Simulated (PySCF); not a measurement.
CH4ClGaO2 (SMILES C[O][Ga]([OH])[Cl]), singlet, at a GFN2-xTB geometry (such geometries of metal compounds can be far from the true shape); PBE/6-31G*, polarisability (PySCF).

PySCF was given this input:
```python
from pyscf import gto, scf, dft
from pyscf.prop import polarizability

mol = gto.M(
    atom='''
Ga    0.065462    0.149326    0.092040
Cl   -0.170087   -0.620802    2.005165
O     0.711761    1.750236   -0.219874
H     0.982297    2.333415    0.487767
O    -0.391572   -0.814716   -1.307374
C    -0.303736   -0.458986   -2.681588
H     0.343166   -1.182049   -3.184030
H    -1.306381   -0.502377   -3.113525
H     0.103987    0.545296   -2.823764
''',
    basis='6-31g*',
    charge=0,
    spin=0,
    verbose=4,
)

mf = dft.RKS(mol)
mf.xc = 'pbe'
mf.kernel()
alpha = mf.Polarizability().polarizability()[2, 2]
print('alpha_zz =', alpha)
```

Write the output that PySCF gives for this input, abridged.


```
site-packages/pyscf/prop/efg/rhf.py:45: UserWarning: Module EFG is under testing
  warnings.warn('Module EFG is under testing')
site-packages/pyscf/prop/efg/dhf.py:30: UserWarning: Module EFG is under testing
  warnings.warn('Module EFG is under testing')
site-packages/pyscf/prop/zfs/uhf.py:40: UserWarning: Module ZFS is under testing
  warnings.warn('Module ZFS is under testing')
site-packages/pyscf/prop/gtensor/uhf.py:43: UserWarning: Module g-tensor is under testing
  warnings.warn('Module g-tensor is under testing')
site-packages/pyscf/prop/gtensor/uks.py:41: UserWarning: Module g-tensor is under testing
  warnings.warn('Module g-tensor is under testing')
site-packages/pyscf/prop/hfc/uks.py:35: UserWarning: Module HFC is under testing
  warnings.warn('Module HFC is under testing')
site-packages/pyscf/prop/magnetizability/rhf.py:39: UserWarning: Module magnetizability is under testing
  warnings.warn('Module magnetizability is under testing')
site-packages/pyscf/prop/magnetizability/uhf.py:37: UserWarning: Module magnetizability is under testing
  warnings.warn('Module magnetizability is under testing')
site-packages/pyscf/prop/magnetizability/rks.py:37: UserWarning: Module magnetizability is under testing
  warnings.warn('Module magnetizability is under testing')
site-packages/pyscf/prop/magnetizability/uks.py:39: UserWarning: Module magnetizability is under testing
  warnings.warn('Module magnetizability is under testing')
site-packages/pyscf/prop/polarizability/uhf.py:34: UserWarning: Module polarizability is under testing
  warnings.warn('Module polarizability is under testing')
site-packages/pyscf/prop/polarizability/rks.py:29: UserWarning: Module polarizability is under testing
  warnings.warn('Module polarizability is under testing')
site-packages/pyscf/prop/polarizability/uks.py:29: UserWarning: Module polarizability is under testing
  warnings.warn('Module polarizability is under testing')
PySCF version 2.14.0

[INPUT] verbose = 4
[INPUT] num. atoms = 9
[INPUT] num. electrons = 74
[INPUT] charge = 0
[INPUT] spin (= nelec alpha-beta = 2S) = 0
[INPUT] symmetry False subgroup None
[INPUT] Mole.unit = angstrom
[INPUT] Symbol           X                Y                Z      unit          X                Y                Z       unit  Magmom
[...]
nuclear repulsion = 464.378598497573
number of shells = 46
number of NR pGTOs = 243
number of NR cGTOs = 100
basis = 6-31g*
ecp = {}

******** <class 'pyscf.dft.rks.RKS'> ********
method = RKS
initial guess = minao
damping factor = 0
level_shift factor = 0
DIIS = <class 'pyscf.scf.diis.CDIIS'>
diis_start_cycle = 1
diis_space = 8
diis_damp = 0
SCF conv_tol = 1e-09
SCF conv_tol_grad = None
SCF max_cycles = 50
direct_scf = True
direct_scf_tol = 1e-13
XC library pyscf.dft.libxc version 7.1.2
    S. Lehtola, C. Steigemann, M. J. T. Oliveira, and M. A. L. Marques,  SoftwareX 7, 1–5 (2018)
XC functionals = pbe
    J. P. Perdew, K. Burke, and M. Ernzerhof,  Phys. Rev. Lett. 77, 3865 (1996)
    J. P. Perdew, K. Burke, and M. Ernzerhof,  Phys. Rev. Lett. 78, 1396 (1997)
    J. P. Perdew, K. Burke, and M. Ernzerhof,  Phys. Rev. Lett. 77, 3865 (1996)
    J. P. Perdew, K. Burke, and M. Ernzerhof,  Phys. Rev. Lett. 78, 1396 (1997)
radial grids:
    Treutler-Ahlrichs [JCP 102, 346 (1995); DOI:10.1063/1.469408] (M4) radial grids

becke partition: Becke, JCP 88, 2547 (1988); DOI:10.1063/1.454033
pruning grids: <function nwchem_prune>
grids dens level: 3
symmetrized grids: False
atomic radii adjust function: <function treutler_atomic_radii_adjust>
small_rho_cutoff = 0
Set gradient conv threshold to 3.16228e-05
Initial guess from minao.
tot grids = 121304
init E= -2574.95228532123
[...]
cycle= 1 E= -2574.76895360114  delta_E= 0.183  |g|= 1.37  |ddm|= 3.21
[...]
cycle= 2 E= -2572.74720238782  delta_E= 2.02  |g|=  3.3  |ddm|=  4.3
[...]
cycle= 3 E= -2575.04733885317  delta_E= -2.3  |g|= 0.449  |ddm|= 3.66
[...]
cycle= 4 E= -2575.08868712487  delta_E= -0.0413  |g|= 0.221  |ddm|= 0.692
[...]
cycle= 5 E= -2575.0970006114  delta_E= -0.00831  |g|= 0.0796  |ddm|= 0.269
[...]
cycle= 6 E= -2575.09814234985  delta_E= -0.00114  |g|= 0.0419  |ddm|= 0.104
[...]
cycle= 7 E= -2575.09849460851  delta_E= -0.000352  |g|= 0.00791  |ddm|= 0.0426
[...]
cycle= 8 E= -2575.09850733442  delta_E= -1.27e-05  |g|= 0.00191  |ddm|= 0.00783
[...]
cycle= 9 E= -2575.09850833238  delta_E= -9.98e-07  |g|= 0.000558  |ddm|= 0.00307
[...]
cycle= 10 E= -2575.09850841588  delta_E= -8.35e-08  |g|= 0.000136  |ddm|= 0.000769
[...]
cycle= 11 E= -2575.09850841937  delta_E= -3.5e-09  |g|= 5.94e-05  |ddm|= 0.000165
[...]
cycle= 12 E= -2575.09850842032  delta_E= -9.42e-10  |g|= 6.64e-06  |ddm|= 6.53e-05
[...]
Extra cycle  E= -2575.09850842029  delta_E= 2.91e-11  |g|= 9.57e-06  |ddm|= 1.28e-05
converged SCF energy = -2575.09850842029
Isotropic polarizability 51.4905600172
Polarizability anisotropy 26.7717012495
alpha_zz = 68.55559033356191
```
